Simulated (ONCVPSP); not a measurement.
# Scattering properties, ONCV potential for Sb

Sb (Z = 51), optimised norm-conserving Vanderbilt (ONCV), made with ONCVPSP 4.0.1 (PBE, scalar-relativistic). Core [Kr], reference 4d10 5s2 5p3. Waves: 5s: rc 1.95 bohr, ncon 4, nbas 8, qcut 3.4 1/bohr, 2 projectors, debl 3.6 Ha; 5p: rc 2.55 bohr, ncon 5, nbas 9, qcut 3.7 1/bohr, 2 projectors, debl 2.4 Ha; 4d: rc 1.15 bohr, ncon 3, nbas 8, qcut 15.1 1/bohr, 2 projectors, debl 1.1 Ha. Local part: polynomial inside 1.10 bohr (lpopt 2, dvloc0 1 Ha). Core correction: Teter function, fcfact 1.75, rcfact 1.35.

In the d channel the program set the typed energies aside and used -1.231, 0.250 Ha.

The phase is arctan(r·R′/R) of the radial function R(r), unwrapped; energies in Ha, scanned from -3 to 5 Ha. A pole is an energy at which the radial function vanishes at the test radius. The pseudo phase is shifted by a multiple of π to meet the all-electron one at the reference energy, and phase errors are pseudo minus all-electron; the curves can meet again beyond the range given. Levels narrower than the energy grid can be missing from the lists of poles.

```csv
channel,radius (bohr),reference energy (Ha),"poles, all-electron","poles, pseudo",unbroken range about the reference energy with phases within 0.05 rad,phase error 1 Ha above the reference energy (rad)
s,1.98,-0.47,1.61,"1.23, 1.66",below 1.2,-0.003
p,2.59,-0.18,0.77,"0.77, 3.52",below 3.3,-0.001
d,1.17,-1.23,1.40,1.40,the whole range,-0.000
```

Note: no bound ghost flagged; GHOST(+) flagged for s at 35.4 eV, p at 100.1 eV.

Phases in the p channel:

| E (Ha) | all-electron | pseudo |
| --- | --- | --- |
| -2.98 | 1.366 | 1.365 |
| -2.54 | 1.340 | 1.339 |
| -2.10 | 1.303 | 1.302 |
| -1.66 | 1.243 | 1.242 |
| -1.22 | 1.128 | 1.126 |
| -0.78 | 0.801 | 0.800 |
| -0.34 | -0.485 | -0.486 |
| 0.10 | -1.290 | -1.290 |
| 0.54 | -1.506 | -1.507 |
| 0.98 | -1.621 | -1.623 |
| 1.42 | -1.729 | -1.730 |
| 1.86 | -1.906 | -1.907 |
| 2.30 | -2.544 | -2.544 |
| 2.74 | -4.071 | -4.089 |
| 3.18 | -4.443 | -4.478 |
| 3.62 | -4.564 | -6.739 |
| 4.06 | -4.627 | -7.727 |
| 4.50 | -4.669 | -7.785 |
| 4.94 | -4.702 | -7.821 |
